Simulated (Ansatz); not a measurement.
```yaml
crystal:
  periodic: [false, false, false]
  atoms:
    - {symbol: Mo, position_ang: [-0.166027, -0.669779, 0.522260]}
    - {symbol: Se, position_ang: [1.198924, 1.172597, 0.850018]}
    - {symbol: Se, position_ang: [-1.134354, -0.473483, -1.513867]}
basis:
  gaussian: {orbitals: def2-SVP, fitting: {mean_field: def2-universal-jkfit}, point_charges: [{charge: 0.50, position_ang: [6.016, 0.862, 0.270]}]}
total_charge: 1
magnetization: {spin_polarized: true, initial_magnetization: 1}
hamiltonian: {xc: {name: BHLYP}, dispersion: d4}
scf: {omitted_lower_state_checks: [starts]}
output: {forces: true}
```

```sh
$ ansatz run in.yaml --threads 4 --pin off --events-out ev --progress --plain --max-ram 3916MiB
```

Output, abridged:

```
Functional definition: BHLYP
787 factors; integrals over basis functions are off by at most 2.5e-2 eV
mean field evaluation 1: about -132523.7991 eV, gradient 1.8e1 eV
mean field evaluation 2: about -132522.6150 eV, gradient 2.3e1 eV
mean field evaluation 4: about -132525.4857 eV, gradient 2.9e0 eV
mean field evaluation 8: about -132525.5935 eV, gradient 6.0e-1 eV
mean field evaluation 16: about -132526.1657 eV, gradient 2.0e-2 eV
mean field -132526.16572157 eV, -4870.2467608061 hartree, gradient 1.0e-5 eV, S^2 2.026732; 0 other end points of the search recorded, 0 dependent functions left out
reference -132526.16587833 eV, -4870.2467665672 hartree; 41, 40 occupied and 54, 55 virtual orbitals, 787 factors
Total energy: -132526.38765310 eV, -4870.2549166397 hartree
Atom 0 at    -0.166027    -0.669779     0.522260 Å, force     0.204927     0.456792     0.056737 eV/Å
Atom 1 at     1.198924     1.172597     0.850018 Å, force    -0.395960    -0.490397    -0.089564 eV/Å
Atom 2 at    -1.134354    -0.473483    -1.513867 Å, force     0.025353     0.001276     0.042499 eV/Å
Dipole moment:    -0.307060    -0.690954     0.419475 e Å
Checks for a lower state left out: starts
```

Hardware: 4 threads of Arm Neoverse V1 on a shared host. Wall time 5.5 s.

In the def2 sets Mo takes a core potential; there is no spin–orbit coupling. The charge 1 doublet is spin-contaminated (final ⟨S²⟩ up to 2.03, 0.75 for a pure state).

The dipole of an ion depends on the origin.
